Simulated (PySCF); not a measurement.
# Tl: excitation energy

Tl [Xe] 4f14 5d10 6s2 6p1 (2P) → Tl [Xe] 4f14 5d10 6s1 6p2 (4P), as a difference of total energies. Computed with PySCF 2.14 in aug-cc-pVTZ-PP with one added diffuse shell each of d, f type with ECP60MDF (6s5p5d3f, 67 functions), with a scalar-relativistic core potential. Correlated levels: valence: 5s2 5p6 5d10 frozen. The calculations carry no spin-orbit coupling.

```
           method  excitation energy (eV)
              UHF                   4.309
    MP2 (valence)                   4.845
SCS-MP2 (valence)                   5.055
   CCSD (valence)                   5.006
CCSD(T) (valence)                   5.018
```

Q: How much does correlation contribute at CCSD(T) (valence)?

A: 5.018 − (4.309) = 0.709 eV, measured against UHF.

Spin-orbit coupling is strong in these open shells (close to jj coupling). The scalar numbers leave it out and a first-order estimate fails, so it can dominate the gap to the real levels.
